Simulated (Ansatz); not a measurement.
**Nudged elastic band run: BH₇O₂Si₂**

Input:

```yaml
crystal:
  periodic: [false, false, false]
  atoms:
    - { symbol: O, position_ang: [-1.238347, 1.74526, 1.123201] }
    - { symbol: B, position_ang: [-0.53582, 0.749685, 0.497043] }
    - { symbol: Si, position_ang: [-0.25361, -0.97937, 1.553142] }
    - { symbol: O, position_ang: [-0.07669, 0.981762, -0.78424] }
    - { symbol: Si, position_ang: [0.807644, 0.021735, -1.848011] }
    - { symbol: H, position_ang: [-1.311096, 2.520594, 0.52319] }
    - { symbol: H, position_ang: [1.210012, -1.291596, 1.712627] }
    - { symbol: H, position_ang: [-0.865146, -2.159726, 0.847611] }
    - { symbol: H, position_ang: [-0.860364, -0.896098, 2.922946] }
    - { symbol: H, position_ang: [2.10898, 0.703176, -2.135689] }
    - { symbol: H, position_ang: [0.025876, -0.117099, -3.116596] }
    - { symbol: H, position_ang: [1.06566, -1.333424, -1.261223] }
basis:
  gaussian: { orbitals: "6-31G*" }
hamiltonian:
  xc: pbe
  dispersion: d4
neb:
  order_check: false
  images: 5
  f_tol: 0.05
  max_iterations: 60
  final_atoms:
    - { symbol: O, position_ang: [-1.15996678, 1.97866437, 0.7971781] }
    - { symbol: B, position_ang: [-0.492343, 0.87780638, 0.32065148] }
    - { symbol: Si, position_ang: [-0.30198995, -0.82501131, 1.46034898] }
    - { symbol: O, position_ang: [0.02466794, 1.00601842, -0.94346495] }
    - { symbol: Si, position_ang: [0.88084434, -0.04081074, -1.93590238] }
    - { symbol: H, position_ang: [-1.49980249, 1.81950572, 1.69771219] }
    - { symbol: H, position_ang: [1.13216772, -1.17114577, 1.75011493] }
    - { symbol: H, position_ang: [-0.92442775, -2.02846487, 0.80815742] }
    - { symbol: H, position_ang: [-0.98959567, -0.63721929, 2.78938565] }
    - { symbol: H, position_ang: [2.16982975, 0.61455459, -2.32015493] }
    - { symbol: H, position_ang: [0.06973842, -0.31597068, -3.1632929] }
    - { symbol: H, position_ang: [1.16797647, -1.33302783, -1.22673259] }
  initial_path:
    images:
      - { positions_ang: [[-1.238347, 1.74526, 1.123201], [-0.53582, 0.749685, 0.497043], [-0.25361, -0.97937, 1.553142], [-0.07669, 0.981762, -0.78424], [0.807644, 0.021735, -1.848011], [-1.311096, 2.520594, 0.52319], [1.210012, -1.291596, 1.712627], [-0.865146, -2.159726, 0.847611], [-0.860364, -0.896098, 2.922946], [2.10898, 0.703176, -2.135689], [0.025876, -0.117099, -3.116596], [1.06566, -1.333424, -1.261223]] }
      - { positions_ang: [[-1.03899969, 1.73215605, 1.04456664], [-0.56140646, 0.62830097, 0.45497574], [-0.31537672, -1.01422772, 1.57148835], [-0.2985387, 0.69695678, -0.87589851], [0.78514718, 0.07648032, -1.83414693], [-1.1438661, 2.4627944, 0.40639311], [1.08306099, -1.47931444, 1.56872098], [-1.09126314, -2.09061884, 1.07412622], [-0.66559437, -0.78011744, 2.9587817], [1.84952468, 0.9784756, -1.95265857], [0.21548372, -0.10305856, -3.14649165], [1.2589276, -1.16292813, -1.23585608]] }
      - { positions_ang: [[-0.83965238, 1.7190521, 0.96593228], [-0.58699291, 0.50691695, 0.41290847], [-0.37714344, -1.04908544, 1.58983469], [-0.5203874, 0.41215156, -0.96755703], [0.76265037, 0.13122565, -1.82028285], [-0.9766362, 2.4049948, 0.28959622], [0.95610998, -1.66703289, 1.42481496], [-1.31738028, -2.02151167, 1.30064144], [-0.47082475, -0.66413688, 2.9946174], [1.59006935, 1.2537752, -1.76962813], [0.40509144, -0.08901813, -3.17638731], [1.45219521, -0.99243226, -1.21048915]] }
      - { positions_ang: [[-0.64030506, 1.70594815, 0.88729791], [-0.61257937, 0.38553292, 0.37084121], [-0.43891015, -1.08394315, 1.60818104], [-0.7422361, 0.12734635, -1.05921554], [0.74015355, 0.18597097, -1.80641878], [-0.8094063, 2.3471952, 0.17279933], [0.82915897, -1.85475133, 1.28090894], [-1.54349743, -1.95240451, 1.52715667], [-0.27605512, -0.54815631, 3.0304531], [1.33061403, 1.52907479, -1.5865977], [0.59469916, -0.07497769, -3.20628296], [1.64546281, -0.82193638, -1.18512223]] }
      - { positions_ang: [[-0.81352563, 1.79685356, 0.85725798], [-0.57250058, 0.54962408, 0.3541113], [-0.39327008, -0.99763254, 1.55890369], [-0.48660142, 0.42023704, -1.02063201], [0.78705048, 0.11037706, -1.84957998], [-1.03953836, 2.1712987, 0.68110362], [0.93016189, -1.62688281, 1.43731094], [-1.33714087, -1.97775796, 1.28749025], [-0.51390197, -0.57784397, 2.95009729], [1.6103526, 1.22423473, -1.83111678], [0.41971224, -0.15530869, -3.19195294], [1.4863007, -0.9923002, -1.19899235]] }
      - { positions_ang: [[-0.98674621, 1.88775897, 0.82721804], [-0.53242179, 0.71371523, 0.33738139], [-0.34763002, -0.91132192, 1.50962634], [-0.23096674, 0.71312773, -0.98204848], [0.83394741, 0.03478316, -1.89274118], [-1.26967042, 1.99540221, 1.18940791], [1.03116481, -1.39901429, 1.59371294], [-1.13078431, -2.00311141, 1.04782383], [-0.75174882, -0.60753163, 2.86974147], [1.89009118, 0.91939466, -2.07563586], [0.24472533, -0.23563968, -3.17762292], [1.32713858, -1.16266401, -1.21286247]] }
      - { positions_ang: [[-1.15996678, 1.97866437, 0.7971781], [-0.492343, 0.87780638, 0.32065148], [-0.30198995, -0.82501131, 1.46034898], [0.02466794, 1.00601842, -0.94346495], [0.88084434, -0.04081074, -1.93590238], [-1.49980249, 1.81950572, 1.69771219], [1.13216772, -1.17114577, 1.75011493], [-0.92442775, -2.02846487, 0.80815742], [-0.98959567, -0.63721929, 2.78938565], [2.16982975, 0.61455459, -2.32015493], [0.06973842, -0.31597068, -3.1632929], [1.16797647, -1.33302783, -1.22673259]] }
```

Command:

```bash
$ ansatz run input.yaml --threads 2 --pin off --max-ram 3072MiB --backend cpu --events-out ev --progress --plain --runs-dir out
```

Output, in part (warnings, iteration lines, the closing report on the highest movable image, with atoms numbered from 0):

```
NEB end point (image 0): max|allowed force component| = 3.534e-3 eV/Å (the criterion of neb.relax_end_points is 1.000e-2)
NEB end point (image 6): max|allowed force component| = 1.450e-2 eV/Å (the criterion of neb.relax_end_points is 1.000e-2)
NEB iter   1: max|band force component| = 1.643e2 eV/Å  barrier→ = 28.4415 eV  barrier← = 28.3777 eV  Δτ_max = 0.1999 Å  (183 SCF iters)
NEB iter   2: max|band force component| = 5.626e1 eV/Å  barrier→ = 10.6428 eV  barrier← = 10.5791 eV  Δτ_max = 0.2000 Å  (163 SCF iters)
NEB iter   3: max|band force component| = 2.974e1 eV/Å  barrier→ = 5.0468 eV  barrier← = 4.9831 eV  Δτ_max = 0.2000 Å  (157 SCF iters)
NEB iter   4: max|band force component| = 1.280e1 eV/Å  barrier→ = 1.8558 eV  barrier← = 1.7920 eV  Δτ_max = 0.2000 Å  (160 SCF iters)
NEB iter   5: max|band force component| = 4.563e0 eV/Å  barrier→ = 0.6840 eV  barrier← = 0.6202 eV  Δτ_max = 0.1986 Å  (157 SCF iters)
NEB iter   6: max|band force component| = 1.792e0 eV/Å  barrier→ = 0.5016 eV  barrier← = 0.4379 eV  Δτ_max = 0.1984 Å  (154 SCF iters)
NEB iter   7: max|band force component| = 1.277e0 eV/Å  barrier→ = 0.6582 eV  barrier← = 0.5944 eV  Δτ_max = 0.2000 Å  (160 SCF iters)
NEB iter   8: max|band force component| = 2.133e0 eV/Å  barrier→ = 0.8483 eV  barrier← = 0.7846 eV  Δτ_max = 0.1005 Å  (150 SCF iters)
NEB iter   9: max|band force component| = 1.331e0 eV/Å  barrier→ = 0.8919 eV  barrier← = 0.8281 eV  Δτ_max = 0.2000 Å  (140 SCF iters)
NEB iter  10: max|band force component| = 1.691e0 eV/Å  barrier→ = 0.8397 eV  barrier← = 0.7760 eV  Δτ_max = 0.1926 Å  (147 SCF iters)
NEB iter  11: max|band force component| = 1.310e0 eV/Å  barrier→ = 0.5793 eV  barrier← = 0.5156 eV  Δτ_max = 0.1856 Å  (150 SCF iters)
NEB iter  12: max|band force component| = 9.869e-1 eV/Å  barrier→ = 0.5800 eV  barrier← = 0.5163 eV  Δτ_max = 0.1915 Å  (153 SCF iters)
NEB iter  13: max|band force component| = 8.325e-1 eV/Å  barrier→ = 0.4994 eV  barrier← = 0.4357 eV  Δτ_max = 0.0844 Å  (153 SCF iters)
NEB iter  14: max|band force component| = 5.354e-1 eV/Å  barrier→ = 0.4772 eV  barrier← = 0.4134 eV  Δτ_max = 0.1977 Å  (142 SCF iters)
NEB iter  15: max|band force component| = 3.677e-1 eV/Å  barrier→ = 0.5391 eV  barrier← = 0.4754 eV  CI = image 3  Δτ_max = 0.0847 Å  (139 SCF iters)
NEB iter  16: max|band force component| = 2.593e-1 eV/Å  barrier→ = 0.5484 eV  barrier← = 0.4846 eV  CI = image 3  Δτ_max = 0.1578 Å  (141 SCF iters)
NEB iter  17: max|band force component| = 4.498e-1 eV/Å  barrier→ = 0.5432 eV  barrier← = 0.4795 eV  CI = image 3  Δτ_max = 0.0763 Å  (137 SCF iters)
NEB iter  18: max|band force component| = 9.190e-2 eV/Å  barrier→ = 0.5423 eV  barrier← = 0.4785 eV  CI = image 3  Δτ_max = 0.0788 Å  (143 SCF iters)
NEB iter  19: max|band force component| = 7.872e-2 eV/Å  barrier→ = 0.5412 eV  barrier← = 0.4774 eV  CI = image 3  Δτ_max = 0.0320 Å  (142 SCF iters)
NEB iter  20: max|band force component| = 9.159e-2 eV/Å  barrier→ = 0.5406 eV  barrier← = 0.4768 eV  CI = image 3  Δτ_max = 0.0160 Å  (144 SCF iters)
NEB iter  21: max|band force component| = 6.250e-2 eV/Å  barrier→ = 0.5401 eV  barrier← = 0.4764 eV  CI = image 3  Δτ_max = 0.0160 Å  (144 SCF iters)
NEB iter  22: max|band force component| = 3.021e-2 eV/Å  barrier→ = 0.5398 eV  barrier← = 0.4760 eV  CI = image 3  Δτ_max = 0.0160 Å  (137 SCF iters)
NEB iter  23: max|band force component| = 3.181e-2 eV/Å  barrier→ = 0.5395 eV  barrier← = 0.4757 eV  CI = image 3  Δτ_max = 0.0000 Å  (167 SCF iters)
Total energy: -20627.21828950 eV, -758.0362905086 hartree
Atom 0 at    -1.650332     1.596936     0.769459 Å, force     0.028231     0.005331     0.000941 eV/Å
Atom 1 at    -0.676520     0.721545     0.322695 Å, force    -0.010139    -0.006909     0.002590 eV/Å
Atom 2 at    -0.200290    -0.886545     1.518586 Å, force     0.003042     0.007280    -0.002082 eV/Å
Atom 3 at    -0.153327     0.920249    -0.929070 Å, force    -0.011796     0.001888     0.000829 eV/Å
Atom 4 at     0.875316    -0.009176    -1.890904 Å, force     0.006414    -0.001861    -0.003439 eV/Å
Atom 5 at    -1.351821     2.385076     1.254751 Å, force    -0.018777    -0.001783    -0.001646 eV/Å
Atom 6 at     1.230677    -1.341457     1.409492 Å, force     0.001323    -0.002191    -0.002219 eV/Å
Atom 7 at    -1.056915    -2.076346     1.175187 Å, force    -0.000858     0.000355     0.003349 eV/Å
Atom 8 at    -0.457681    -0.560004     2.963134 Å, force     0.001080    -0.001010     0.000482 eV/Å
Atom 9 at     2.230280     0.627567    -1.904729 Å, force     0.002281    -0.003515     0.003386 eV/Å
Atom 10 at     0.308734    -0.018382    -3.274598 Å, force     0.002223     0.003556     0.000254 eV/Å
Atom 11 at     0.978978    -1.414565    -1.380002 Å, force    -0.003024    -0.001141    -0.002445 eV/Å
Dipole moment:     0.231875     0.240497    -0.053631 e Å
```

It converged. The band force fell under the threshold earlier too, but the program's further tests of the path sent the band on. A vibrational analysis at the climbing image gives one clearly imaginary mode, 650i cm⁻¹, and a faint second one (29i cm⁻¹) that may be numerical noise or a soft torsion: probably a first-order saddle point.

Final band (atoms are numbered from 1 in the order of the input):

```
image  path coordinate (Å)  energy (eV)  dihedral H6–O1–B2–Si3 (°)
    0                 0.00         0.00                       -180
    1                 0.60         0.00                       -179
    2                 1.20         0.16                        153
    3                 1.79         0.54                         94
    4                 2.41         0.18                         29
    5                 3.03         0.07                          1
    6                 3.65         0.06                          0
```

Time of the run: 3.7 min on 2 threads of Intel(R) Xeon(R) Platinum 8375C CPU @ 2.90GHz (Ice Lake), on a shared host, peak memory 0.2 GiB.
